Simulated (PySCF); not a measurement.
BaF (SMILES [F][Ba+]), charge +1, singlet, at a GFN2-xTB geometry (such geometries of metal compounds can be far from the true shape) (core potentials on Ba), with bond 1-2 at 1.3 times its length; PySCF with B3LYP/def2-SVP.

Input for PySCF:
```python
from pyscf import gto, scf, dft

mol = gto.M(
    atom='''
Ba    0.000000    0.000000   -1.030547
F     0.000000    0.000000    2.024934
''',
    basis='def2-svp',
    ecp={'Ba': 'def2-svp'},
    charge=1,
    spin=0,
    verbose=4,
)

mf = dft.RKS(mol)
mf.xc = 'b3lyp'
mf.diis = False
mf.max_cycle = 100
mf.kernel()
mf.analyze()
```

What the program printed (banner, timings and long lists left out):

```
PySCF version 2.14.0

[INPUT] verbose = 4
[INPUT] num. atoms = 2
[INPUT] num. electrons = 18
[INPUT] charge = 1
[INPUT] spin (= nelec alpha-beta = 2S) = 0
[INPUT] symmetry False subgroup None
[INPUT] Mole.unit = angstrom
[INPUT] Symbol           X                Y                Z      unit          X                Y                Z       unit  Magmom
[...]
nuclear repulsion = 15.5870545366834
number of shells = 15
number of NR pGTOs = 73
number of NR cGTOs = 37
basis = def2-svp
ecp = {'Ba': 'def2-svp'}

******** <class 'pyscf.dft.rks.RKS'> ********
method = RKS
initial guess = minao
damping factor = 0
level_shift factor = 0
DIIS disabled
SCF conv_tol = 1e-09
SCF conv_tol_grad = None
SCF max_cycles = 100
direct_scf = True
direct_scf_tol = 1e-13
XC library pyscf.dft.libxc version 7.1.2
    S. Lehtola, C. Steigemann, M. J. T. Oliveira, and M. A. L. Marques,  SoftwareX 7, 1–5 (2018)
XC functionals = b3lyp
    P. J. Stephens, F. J. Devlin, C. F. Chabalowski, and M. J. Frisch,  J. Phys. Chem. 98, 11623 (1994)
radial grids:
    Treutler-Ahlrichs [JCP 102, 346 (1995); DOI:10.1063/1.469408] (M4) radial grids

becke partition: Becke, JCP 88, 2547 (1988); DOI:10.1063/1.454033
pruning grids: <function nwchem_prune>
grids dens level: 3
symmetrized grids: False
atomic radii adjust function: <function treutler_atomic_radii_adjust>
small_rho_cutoff = 0
Set gradient conv threshold to 3.16228e-05
Initial guess from minao.
tot grids = 38192
init E= -115.081192304132
[...]
cycle= 1 E= -124.853058818161  delta_E= -9.77  |g|= 0.834  |ddm|= 1.99
[...]
cycle= 2 E= -112.961016698665  delta_E= 11.9  |g|= 2.69  |ddm|= 5.83
[...]
cycle= 3 E= -84.5884339208593  delta_E= 28.4  |g|= 3.82  |ddm|= 13.4

WARN: HOMO -1.52059222362249 == LUMO -1.52059222362249

cycle= 4 E= -100.109815761354  delta_E= -15.5  |g|= 2.44  |ddm|= 13.7
[...]
cycle= 5 E= -83.2739137728153  delta_E= 16.8  |g|= 3.13  |ddm|= 14.5

WARN: HOMO -1.5235540036199 == LUMO -1.52323809425735

cycle= 6 E= -100.123605578705  delta_E= -16.8  |g|= 2.44  |ddm|= 14.5
[...]
cycle= 7 E= -83.277819495588  delta_E= 16.8  |g|= 3.12  |ddm|= 14.5

WARN: HOMO -1.52348986718535 == LUMO -1.52316958948523

cycle= 8 E= -100.123516853458  delta_E= -16.8  |g|= 2.44  |ddm|= 14.5
[...]
cycle= 9 E= -83.2778154530468  delta_E= 16.8  |g|= 3.12  |ddm|= 14.5

WARN: HOMO -1.52348984925224 == LUMO -1.52316961337568

cycle= 10 E= -100.12351704153  delta_E= -16.8  |g|= 2.44  |ddm|= 14.5
[...]
cycle= 11 E= -83.2778153926095  delta_E= 16.8  |g|= 3.12  |ddm|= 14.5

WARN: HOMO -1.52348984428014 == LUMO -1.52316961147317

cycle= 12 E= -100.123517031182  delta_E= -16.8  |g|= 2.44  |ddm|= 14.5
[...]
cycle= 13 E= -83.2778153616865  delta_E= 16.8  |g|= 3.12  |ddm|= 14.5

WARN: HOMO -1.52348983863093 == LUMO -1.52316960893475

cycle= 14 E= -100.123517020516  delta_E= -16.8  |g|= 2.44  |ddm|= 14.5
[...]
cycle= 15 E= -83.2778153293754  delta_E= 16.8  |g|= 3.12  |ddm|= 14.5

WARN: HOMO -1.52348983294374 == LUMO -1.52316960637287

cycle= 16 E= -100.123517009727  delta_E= -16.8  |g|= 2.44  |ddm|= 14.5
[...]
cycle= 17 E= -83.2778152954361  delta_E= 16.8  |g|= 3.12  |ddm|= 14.5

WARN: HOMO -1.5234898272212 == LUMO -1.52316960378954

cycle= 18 E= -100.123516998819  delta_E= -16.8  |g|= 2.44  |ddm|= 14.5
[...]
cycle= 19 E= -83.2778152597904  delta_E= 16.8  |g|= 3.12  |ddm|= 14.5

WARN: HOMO -1.52348982146412 == LUMO -1.52316960118502

cycle= 20 E= -100.123516987789  delta_E= -16.8  |g|= 2.44  |ddm|= 14.5
[...]
cycle= 21 E= -83.2778152223579  delta_E= 16.8  |g|= 3.12  |ddm|= 14.5

WARN: HOMO -1.52348981567318 == LUMO -1.52316959855957

cycle= 22 E= -100.123516976637  delta_E= -16.8  |g|= 2.44  |ddm|= 14.5
[...]
cycle= 23 E= -83.277815183054  delta_E= 16.8  |g|= 3.12  |ddm|= 14.5

WARN: HOMO -1.52348980984936 == LUMO -1.52316959591356

cycle= 24 E= -100.123516965363  delta_E= -16.8  |g|= 2.44  |ddm|= 14.5
[...]
cycle= 25 E= -83.2778151417912  delta_E= 16.8  |g|= 3.12  |ddm|= 14.5

WARN: HOMO -1.52348980399349 == LUMO -1.52316959324726

cycle= 26 E= -100.123516953963  delta_E= -16.8  |g|= 2.44  |ddm|= 14.5
[...]
cycle= 27 E= -83.2778150984777  delta_E= 16.8  |g|= 3.12  |ddm|= 14.5

WARN: HOMO -1.52348979810667 == LUMO -1.52316959056113

cycle= 28 E= -100.123516942439  delta_E= -16.8  |g|= 2.44  |ddm|= 14.5
[...]
cycle= 29 E= -83.2778150530186  delta_E= 16.8  |g|= 3.12  |ddm|= 14.5

WARN: HOMO -1.52348979218997 == LUMO -1.52316958785555

cycle= 30 E= -100.123516930789  delta_E= -16.8  |g|= 2.44  |ddm|= 14.5
[...]
cycle= 31 E= -83.2778150053144  delta_E= 16.8  |g|= 3.12  |ddm|= 14.5

WARN: HOMO -1.52348978624454 == LUMO -1.52316958513102

cycle= 32 E= -100.123516919012  delta_E= -16.8  |g|= 2.44  |ddm|= 14.5
[...]
cycle= 33 E= -83.2778149552626  delta_E= 16.8  |g|= 3.12  |ddm|= 14.5

WARN: HOMO -1.52348978027168 == LUMO -1.523169582388

cycle= 34 E= -100.123516907108  delta_E= -16.8  |g|= 2.44  |ddm|= 14.5
[...]
cycle= 35 E= -83.2778149027546  delta_E= 16.8  |g|= 3.12  |ddm|= 14.5

WARN: HOMO -1.52348977427276 == LUMO -1.52316957962709

cycle= 36 E= -100.123516895074  delta_E= -16.8  |g|= 2.44  |ddm|= 14.5
[...]
cycle= 37 E= -83.2778148476792  delta_E= 16.8  |g|= 3.12  |ddm|= 14.5

WARN: HOMO -1.52348976824916 == LUMO -1.52316957684886

cycle= 38 E= -100.123516882913  delta_E= -16.8  |g|= 2.44  |ddm|= 14.5
[...]
cycle= 39 E= -83.27781478992  delta_E= 16.8  |g|= 3.12  |ddm|= 14.5

WARN: HOMO -1.52348976220251 == LUMO -1.52316957405395

cycle= 40 E= -100.123516870621  delta_E= -16.8  |g|= 2.44  |ddm|= 14.5
[...]
cycle= 41 E= -83.2778147293545  delta_E= 16.8  |g|= 3.12  |ddm|= 14.5

WARN: HOMO -1.52348975613449 == LUMO -1.52316957124308

cycle= 42 E= -100.123516858198  delta_E= -16.8  |g|= 2.44  |ddm|= 14.5
[...]
cycle= 43 E= -83.2778146658579  delta_E= 16.8  |g|= 3.12  |ddm|= 14.5

WARN: HOMO -1.52348975004684 == LUMO -1.52316956841697

cycle= 44 E= -100.123516845645  delta_E= -16.8  |g|= 2.44  |ddm|= 14.5
[...]
cycle= 45 E= -83.2778145992974  delta_E= 16.8  |g|= 3.12  |ddm|= 14.5

[...]
[...]
cycle= 49 E= -83.2778144564344  delta_E= 16.8  |g|= 3.12  |ddm|= 14.5

WARN: HOMO -1.52348973168594 == LUMO -1.52316955985564

cycle= 50 E= -100.123516807193  delta_E= -16.8  |g|= 2.44  |ddm|= 14.5
[...]
cycle= 51 E= -83.2778143798403  delta_E= 16.8  |g|= 3.12  |ddm|= 14.5

WARN: HOMO -1.5234897255402 == LUMO -1.52316955697725

cycle= 52 E= -100.12351679411  delta_E= -16.8  |g|= 2.44  |ddm|= 14.5
[...]
cycle= 53 E= -83.2778142996014  delta_E= 16.8  |g|= 3.12  |ddm|= 14.5

WARN: HOMO -1.52348971938567 == LUMO -1.5231695540883

cycle= 54 E= -100.123516780894  delta_E= -16.8  |g|= 2.44  |ddm|= 14.5
[...]
cycle= 55 E= -83.2778142155561  delta_E= 16.8  |g|= 3.12  |ddm|= 14.5

WARN: HOMO -1.52348971322497 == LUMO -1.5231695511899

cycle= 56 E= -100.123516767545  delta_E= -16.8  |g|= 2.44  |ddm|= 14.5
[...]
cycle= 57 E= -83.2778141275382  delta_E= 16.8  |g|= 3.12  |ddm|= 14.5

WARN: HOMO -1.52348970706089 == LUMO -1.52316954828324

cycle= 58 E= -100.123516754062  delta_E= -16.8  |g|= 2.44  |ddm|= 14.5
[...]
cycle= 59 E= -83.2778140353732  delta_E= 16.8  |g|= 3.12  |ddm|= 14.5

WARN: HOMO -1.52348970089632 == LUMO -1.52316954536965

cycle= 60 E= -100.123516740446  delta_E= -16.8  |g|= 2.44  |ddm|= 14.5
[...]
cycle= 61 E= -83.277813938881  delta_E= 16.8  |g|= 3.12  |ddm|= 14.5

WARN: HOMO -1.52348969473442 == LUMO -1.52316954245042

cycle= 62 E= -100.123516726696  delta_E= -16.8  |g|= 2.44  |ddm|= 14.5
[...]
cycle= 63 E= -83.2778138378728  delta_E= 16.8  |g|= 3.12  |ddm|= 14.5

WARN: HOMO -1.52348968857838 == LUMO -1.52316953952709

cycle= 64 E= -100.123516712813  delta_E= -16.8  |g|= 2.44  |ddm|= 14.5
[...]
cycle= 65 E= -83.2778137321532  delta_E= 16.8  |g|= 3.12  |ddm|= 14.5

WARN: HOMO -1.5234896824317 == LUMO -1.52316953660108

cycle= 66 E= -100.123516698798  delta_E= -16.8  |g|= 2.44  |ddm|= 14.5
[...]
cycle= 67 E= -83.2778136215184  delta_E= 16.8  |g|= 3.12  |ddm|= 14.5

WARN: HOMO -1.52348967629814 == LUMO -1.52316953367417

cycle= 68 E= -100.123516684649  delta_E= -16.8  |g|= 2.44  |ddm|= 14.5
[...]
cycle= 69 E= -83.2778135057572  delta_E= 16.8  |g|= 3.12  |ddm|= 14.5

WARN: HOMO -1.5234896701815 == LUMO -1.52316953074797

cycle= 70 E= -100.123516670369  delta_E= -16.8  |g|= 2.44  |ddm|= 14.5
[...]
cycle= 71 E= -83.277813384649  delta_E= 16.8  |g|= 3.12  |ddm|= 14.5

WARN: HOMO -1.52348966408593 == LUMO -1.52316952782441

cycle= 72 E= -100.123516655956  delta_E= -16.8  |g|= 2.44  |ddm|= 14.5
[...]
cycle= 73 E= -83.2778132579658  delta_E= 16.8  |g|= 3.12  |ddm|= 14.5

WARN: HOMO -1.52348965801573 == LUMO -1.5231695249053

cycle= 74 E= -100.123516641413  delta_E= -16.8  |g|= 2.44  |ddm|= 14.5
[...]
cycle= 75 E= -83.2778131254695  delta_E= 16.8  |g|= 3.12  |ddm|= 14.5

WARN: HOMO -1.5234896519755 == LUMO -1.5231695219928

cycle= 76 E= -100.123516626741  delta_E= -16.8  |g|= 2.44  |ddm|= 14.5
[...]
cycle= 77 E= -83.2778129869135  delta_E= 16.8  |g|= 3.12  |ddm|= 14.5

WARN: HOMO -1.52348964597004 == LUMO -1.52316951908904

cycle= 78 E= -100.123516611939  delta_E= -16.8  |g|= 2.44  |ddm|= 14.5
[...]
cycle= 79 E= -83.2778128420418  delta_E= 16.8  |g|= 3.12  |ddm|= 14.5

WARN: HOMO -1.52348964000445 == LUMO -1.52316951619625

cycle= 80 E= -100.12351659701  delta_E= -16.8  |g|= 2.44  |ddm|= 14.5
[...]
cycle= 81 E= -83.2778126905884  delta_E= 16.8  |g|= 3.12  |ddm|= 14.5

WARN: HOMO -1.52348963408396 == LUMO -1.52316951331683

cycle= 82 E= -100.123516581955  delta_E= -16.8  |g|= 2.44  |ddm|= 14.5
[...]
cycle= 83 E= -83.2778125322769  delta_E= 16.8  |g|= 3.12  |ddm|= 14.5

WARN: HOMO -1.52348962821427 == LUMO -1.5231695104533

cycle= 84 E= -100.123516566775  delta_E= -16.8  |g|= 2.44  |ddm|= 14.5
[...]
cycle= 85 E= -83.2778123668219  delta_E= 16.8  |g|= 3.12  |ddm|= 14.5

WARN: HOMO -1.5234896224012 == LUMO -1.5231695076083

cycle= 86 E= -100.123516551471  delta_E= -16.8  |g|= 2.44  |ddm|= 14.5
[...]
cycle= 87 E= -83.2778121939267  delta_E= 16.8  |g|= 3.12  |ddm|= 14.5

WARN: HOMO -1.52348961665093 == LUMO -1.52316950478452

cycle= 88 E= -100.123516536046  delta_E= -16.8  |g|= 2.44  |ddm|= 14.5
[...]
cycle= 89 E= -83.2778120132855  delta_E= 16.8  |g|= 3.12  |ddm|= 14.5

WARN: HOMO -1.52348961096991 == LUMO -1.52316950198493

cycle= 90 E= -100.123516520502  delta_E= -16.8  |g|= 2.44  |ddm|= 14.5
[...]
cycle= 91 E= -83.2778118245807  delta_E= 16.8  |g|= 3.12  |ddm|= 14.5

WARN: HOMO -1.52348960536486 == LUMO -1.52316949921247

cycle= 92 E= -100.123516504841  delta_E= -16.8  |g|= 2.44  |ddm|= 14.5
[...]
cycle= 93 E= -83.2778116274857  delta_E= 16.8  |g|= 3.12  |ddm|= 14.5

WARN: HOMO -1.52348959984281 == LUMO -1.52316949647022

cycle= 94 E= -100.123516489065  delta_E= -16.8  |g|= 2.44  |ddm|= 14.5
[...]
cycle= 95 E= -83.2778114216625  delta_E= 16.8  |g|= 3.12  |ddm|= 14.5

WARN: HOMO -1.52348959441107 == LUMO -1.52316949376144

cycle= 96 E= -100.123516473176  delta_E= -16.8  |g|= 2.44  |ddm|= 14.5
[...]
cycle= 97 E= -83.2778112067641  delta_E= 16.8  |g|= 3.12  |ddm|= 14.5

WARN: HOMO -1.52348958907725 == LUMO -1.52316949108949

cycle= 98 E= -100.123516457178  delta_E= -16.8  |g|= 2.44  |ddm|= 14.5
[...]
cycle= 99 E= -83.2778109824339  delta_E= 16.8  |g|= 3.12  |ddm|= 14.5

WARN: HOMO -1.52348958384925 == LUMO -1.52316948845771

cycle= 100 E= -100.123516441073  delta_E= -16.8  |g|= 2.44  |ddm|= 14.5
SCF not converged.
SCF energy = -100.123516441073
**** SCF Summaries ****
Total Energy =                        -100.123516441073193
Nuclear Repulsion Energy =              15.587054536683421
One-electron Energy =                 -169.340803326917637
Two-electron Energy =                   53.630232349161020
Two-electron Coulomb Energy =           65.312799753482807
DFT Exchange-Correlation Energy =      -11.682567404321787
HOMO-LUMO gap [eV] =                     0.008710239262312
**** MO energy ****
[...]
WARN: System has nonzero charge 1; the dipole moment is origin-dependent.
Location of origin: [0. 0. 0.]

Dipole moment(X, Y, Z, Debye): -0.00000, -0.00000, 105.25241
```

Convergence was not reached.
